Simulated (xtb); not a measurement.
xtb input:

```bash
xtb mol.xyz --gfn 2 --sp --chrg -1 --uhf 0
```
mol.xyz:
```
13

C     -0.86760360     1.59371375    -1.19011520
Ge    -0.14949652     0.11122006    -0.37622809
C      1.58625197    -0.50701631    -1.10616937
C     -1.36534484    -1.44510590    -0.21065123
Cl     0.57384788     0.07605532     1.97105361
H     -1.84887687     1.90831007    -0.83610342
H     -0.19147389     2.43507324    -1.33896154
H      1.99299791    -1.29888368    -0.47779628
H      1.45723006    -0.87395377    -2.12663821
H      2.29212666     0.32463233    -1.11980487
H     -1.60159969    -1.84612461    -1.19858546
H     -2.29279312    -1.13256721     0.27126550
H     -0.89895747    -2.21801777     0.39962658
```

Question: What final total energy does it print?

Answer: -17.16500 Eh (GFN2-xTB).

It need not be the lowest isomer of its formula. Whether it binds its extra electron was not tested at this geometry.
